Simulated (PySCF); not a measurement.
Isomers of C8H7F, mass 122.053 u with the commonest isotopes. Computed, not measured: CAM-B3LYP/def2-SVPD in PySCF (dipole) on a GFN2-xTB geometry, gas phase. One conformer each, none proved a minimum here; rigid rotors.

Problem. Order these by radius of gyration √(Σ m r²/M), largest first.
A. `C#CC1=C[C@@H]2C[C@]2(F)C1`
B. `C#C[C@H]1C/C(=C/F)C1=C`
C. `C#CC#C/C(C)=C(/C)F`
D. `[CH2:1]=[C:2]1[CH:3]=[CH:4]/[C:5]1=[CH:6]/[CH:7]=[CH:8]/[F:9]` with C5–C6–C7–C8 180°
E. `[F:1]/[CH:2]=[CH:3]\[C:4]1=[CH:5][C@@H:6]2[C@@H:7]3[C@H:8]1[C@H:9]23` with C2–C3–C4–C5 180°

Solution. C (2.566 Å), D (2.526 Å), B (2.244 Å), A (2.143 Å), E (2.085 Å).

Problem. Order these by rotational constant A, largest first.
A. `[CH:1]#[C:2]/[CH:3]=[C:4]([F:5])\[CH:6]=[CH:7]\[CH:8]=[CH2:9]` with C3–C4–C6–C7 180°, C6–C7–C8–C9 180°
B. `C#CC1=C[C@@H]2C[C@]2(F)C1`
C. `C#CC#C/C(C)=C(/C)F`
D. `C#C[C@H]1C/C(=C/F)C1=C`
E. `[F:1]/[CH:2]=[CH:3]\[C:4]1=[CH:5][C@@H:6]2[C@@H:7]3[C@H:8]1[C@H:9]23` with C2–C3–C4–C5 180°

Solution. B (4166 MHz), E (4060 MHz), C (3724 MHz), D (3480 MHz), A (2926 MHz).

Problem. Order these by dipole moment, largest first.
A. `C#CC1=C[C@@H]2C[C@]2(F)C1`
B. `[CH2:1]=[C:2]1[CH:3]=[CH:4]/[C:5]1=[CH:6]/[CH:7]=[CH:8]/[F:9]` with C5–C6–C7–C8 180°
C. `[F:1]/[CH:2]=[CH:3]\[C:4]1=[CH:5][C@@H:6]2[C@@H:7]3[C@H:8]1[C@H:9]23` with C2–C3–C4–C5 180°
D. `C(#C/C(C)=C(\F)C)C#C`

Solution. D (2.71 D), B (2.21 D), A (1.42 D), C (1.19 D).

```
                               SMILES  point group  Ia (u·Å²)  Ib (u·Å²)  Ic (u·Å²)      κ  μa (D)  μb (D)  μc (D)
F/C=C\C1=C[C@@H]2[C@@H]3[C@H]1[C@H]23           Cs     124.49     423.13     513.26  -0.86    1.00    0.65    0.00
                   C#CC#C/C(C)=C(/C)F      near Cs     135.70     670.92     800.35  -0.92    2.20    1.59    0.01
            C#CC1=C[C@@H]2C[C@]2(F)C1           C1     121.32     467.93     532.07  -0.92    0.60    1.16    0.56
                   C#C/C=C(F)\C=C\C=C           Cs     172.74     634.39     807.13  -0.85    0.87    1.26    0.00
               C#C[C@H]1C/C(=C/F)C1=C           C1     145.21     501.21     582.51  -0.89    0.66    1.23    0.53
                   C=C1C=C/C1=C/C=C/F           Cs     120.40     658.65     779.05  -0.93    1.80    1.29    0.00
```
